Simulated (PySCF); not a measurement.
Exercise with solution: oscillator strength and radiative lifetime

W(O)(S)(NH2)2 (H4N2OSW), SMILES [NH2][W]([NH2])(=[S])=[O], multiplicity 1.

Geometry optimised at PBE-D3(BJ)/def2-SVP. The spin state was assumed, not searched. The structure was generated by enumeration; whether it is a known compound was not checked. The def2 effective core potentials stand for the cores of W; spin–orbit coupling is left out. Other conformers were not sampled.

TDA-ωB97X/def2-SVPD run with PySCF 2.14.0 puts the first singlet state with f over 0.02 at 4.55 eV (vertical), with the transition dipole (0.000, 0.000, 0.509) in atomic units.

Find the oscillator strength, the wavelength and the radiative lifetime that this transition would have in vacuum if emission retraced absorption.


|μ|² = 0.2591 au, so |μ| = 1.29 D. ΔE = 4.55/27.211 = 0.1672 hartree. f = (2/3) ΔE |μ|² = 0.029 (the program prints 0.029).
λ = 1239.84/4.55 = 272 nm; ν = 36698 cm⁻¹.
Einstein's coefficient A = 0.6670 ν² f s⁻¹ (ν in cm⁻¹) = 2.6e7 s⁻¹, so τ = 1/A = 39 ns. This state is S3; the lower singlets have f = 0.001, 0.010. The figure is the radiative limit of this one transition; relaxation, internal conversion, crossing to triplets and a medium change what is measured.
